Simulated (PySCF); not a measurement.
Isomers of C5H14N2Si, mass 130.093 u with the commonest isotopes. Level of theory: PBE0/pcSseg-1 in PySCF (dipole) on a GFN2-xTB geometry, gas phase. One conformer each, none proved a minimum here; rigid rotors.

Question: Order these by rotational constant A, largest first.
A. `[CH3:1][N:2]([NH:3][SiH3:4])[CH:5]1[CH2:6][CH2:7][CH2:8]1` with C1–N2–N3–Si4 -94°, C1–N2–C5–C6 175°, N2–C5–C6–C7 -129°, C5–C6–C7–C8 12°, C6–C7–C8–C5 -12°, N2–C5–C8–C7 129°
B. `[CH2:1]=[CH:2][N:3]([NH:4][CH3:5])[SiH:6]([CH3:7])[CH3:8]` with C1–C2–N3–N4 2°, C2–N3–N4–C5 78°, C2–N3–Si6–C7 -135°
C. `[CH2:1]=[C:2]([SiH2:3][NH2:4])[N:5]([CH3:6])[CH2:7][CH3:8]` with C1–C2–Si3–N4 131°, C2–Si3–N4–H -48° and 178°, C1–C2–N5–C6 0°, C2–N5–C7–C8 123°
D. `[CH3:1][N:2]1[CH2:3][CH2:4][C@@H:5]([SiH3:6])[N:7]1[CH3:8]` with C1–N2–C3–C4 135°, N2–C3–C4–C5 -27°, C3–C4–C5–Si6 -85°, C4–C5–N7–C8 92°

Answer: A (3063 MHz), B (2274 MHz), D (2104 MHz), C (1955 MHz).

Question: Order these by out-of-plane moment Σ m c² = (Ia + Ib − Ic)/2, largest first.
A. `[CH2:1]=[C:2]([SiH2:3][NH2:4])[N:5]([CH3:6])[CH2:7][CH3:8]` with C1–C2–Si3–N4 131°, C2–Si3–N4–H -48° and 178°, C1–C2–N5–C6 0°, C2–N5–C7–C8 123°
B. `[CH2:1]=[CH:2][N:3]([NH:4][CH3:5])[SiH:6]([CH3:7])[CH3:8]` with C1–C2–N3–N4 2°, C2–N3–N4–C5 78°, C2–N3–Si6–C7 -135°
C. `[CH3:1][N:2]1[CH2:3][CH2:4][C@@H:5]([SiH3:6])[N:7]1[CH3:8]` with C1–N2–C3–C4 135°, N2–C3–C4–C5 -27°, C3–C4–C5–Si6 -85°, C4–C5–N7–C8 92°
D. `[CH3:1][N:2]([NH:3][SiH3:4])[CH:5]1[CH2:6][CH2:7][CH2:8]1` with C1–N2–N3–Si4 -94°, C1–N2–C5–C6 175°, N2–C5–C6–C7 -129°, C5–C6–C7–C8 12°, C6–C7–C8–C5 -12°, N2–C5–C8–C7 129°

Answer: C (108.68 u·Å²), B (65.75 u·Å²), A (32.14 u·Å²), D (29.87 u·Å²).

Question: Order these by rotational constant C, largest first.
A. `[CH2:1]=[CH:2][N:3]([NH:4][CH3:5])[SiH:6]([CH3:7])[CH3:8]` with C1–C2–N3–N4 2°, C2–N3–N4–C5 78°, C2–N3–Si6–C7 -135°
B. `[CH3:1][N:2]([NH:3][SiH3:4])[CH:5]1[CH2:6][CH2:7][CH2:8]1` with C1–N2–N3–Si4 -94°, C1–N2–C5–C6 175°, N2–C5–C6–C7 -129°, C5–C6–C7–C8 12°, C6–C7–C8–C5 -12°, N2–C5–C8–C7 129°
C. `[CH3:1][N:2]1[CH2:3][CH2:4][C@@H:5]([SiH3:6])[N:7]1[CH3:8]` with C1–N2–C3–C4 135°, N2–C3–C4–C5 -27°, C3–C4–C5–Si6 -85°, C4–C5–N7–C8 92°
D. `[CH2:1]=[C:2]([SiH2:3][NH2:4])[N:5]([CH3:6])[CH2:7][CH3:8]` with C1–C2–Si3–N4 131°, C2–Si3–N4–H -48° and 178°, C1–C2–N5–C6 0°, C2–N5–C7–C8 123°

Answer: C (1332 MHz), A (975.9 MHz), D (937.7 MHz), B (831.0 MHz).

| SMILES | point group | Ia (u·Å²) | Ib (u·Å²) | Ic (u·Å²) | κ | μa (D) | μb (D) | μc (D) |
| --- | --- | --- | --- | --- | --- | --- | --- | --- |
| CN1CC[C@@H]([SiH3])N1C | C1 | 240.23 | 356.43 | 379.31 | -0.78 | 0.02 | 0.22 | 1.02 |
| C=C([SiH2]N)N(C)CC | C1 | 258.48 | 344.74 | 538.93 | 0.04 | 0.48 | 1.12 | 0.68 |
| CN(N[SiH3])C1CCC1 | C1 | 165.02 | 502.87 | 608.15 | -0.84 | 0.43 | 0.95 | 0.90 |
| C=CN(NC)[SiH](C)C | C1 | 222.20 | 427.15 | 517.86 | -0.68 | 0.30 | 0.66 | 0.26 |
